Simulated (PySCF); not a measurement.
## Correlation energy of Co+ (cobalt, charge +1)

[Ar] 3d7 4s1, high-spin 5F determinant (an excited configuration). Calculation: PySCF 2.14, in def2-TZVPPD; no relativity, point nucleus. Frozen: [Ne]; 16 electrons correlated.

```csv
level,correlation energy (mhartree)
CCSD,-517.99
(T),-9.93
CCSD(T),-527.92
```

Diagnostics: T1 = 0.011, D1 = 0.0329, largest double amplitude 0.020.

Task: Is a single reference adequate?

Result: Yes: T1 lies below 0.03 and no double amplitude reaches 0.07.

This basis was not built for core-valence correlation, so the inner-shell part is incomplete.
